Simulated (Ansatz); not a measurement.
`N#[C][Ge]([Cl])([Cl])[Cl]` + HCl → germanium tetrachloride + `C#N` at 400 K and 1 bar (ligand exchange at a Ge–C bond).

Computed with Ansatz on PBE0-D4/def2-TZVP structures; ΔE is electronic, products minus reactants. CCSD(T)/CBS adds triple-zeta CCSD(T) − MP2 to the extrapolated MP2 energy (def2 sets, frozen cores). This one scheme is used for every species. For Ge outer-core shells are correlated without core-valence functions, which leaves a few kJ/mol of doubt a bond. Scalar relativity is left out up to krypton.

```json
{"species": "`N#[C][Ge]([Cl])([Cl])[Cl]`", "CCSD(T)/CBS energy (Eh)": "-3548.30650", "H − E (kJ/mol)": "68.0", "S (J/(mol·K))": "408.7"}
{"species": "HCl", "CCSD(T)/CBS energy (Eh)": "-460.38127", "H − E (kJ/mol)": "29.6", "S (J/(mol·K))": "195.4"}
{"species": "`[Cl][Ge]([Cl])([Cl])[Cl]`", "CCSD(T)/CBS energy (Eh)": "-3915.39126", "H − E (kJ/mol)": "46.4", "S (J/(mol·K))": "377.8"}
{"species": "`C#N`", "CCSD(T)/CBS energy (Eh)": "-93.32098", "H − E (kJ/mol)": "56.1", "S (J/(mol·K))": "211.9"}
```

H − E and S are ideal-gas, rigid-rotor, harmonic terms from PBE0-D4/def2-TZVP. 1 Eh = 2625.50 kJ/mol, R = 8.31446 J/(mol·K).

By hand: ΔE, ΔH, ΔS and ΔG.

ΔE = (-3915.39126) + (-93.32098) − (-3548.30650) − (-460.38127) = -0.02447 Eh = -64.2 kJ/mol. Δ(H − E) = 46.4 + 56.1 − 68.0 − 29.6 = 4.9, so ΔH = -59.3 kJ/mol. ΔS = 377.8 + 211.9 − 408.7 − 195.4 = -14.4 J/(mol·K). ΔG = -59.3 − 400 × (-14.4)/1000 = -53.5 kJ/mol.

By hand: the equilibrium constant, and the temperature at which ΔG would vanish if ΔH and ΔS stayed fixed.

log₁₀ K = −ΔG/(RT ln 10) = 7.0. ΔG = 0 at ΔH/ΔS = 4118 K, far beyond where these terms or the molecules hold.

The number of gas molecules stays the same, so ΔS is small and ΔH decides. A doubt of 5 kJ/mol in ΔE shifts log₁₀ K by 0.7 here. These are equilibria of isolated gas molecules and say nothing of rates. Largest T1 diagnostic: 0.014 (customary marks: 0.02 for closed shells, 0.045 for open ones).
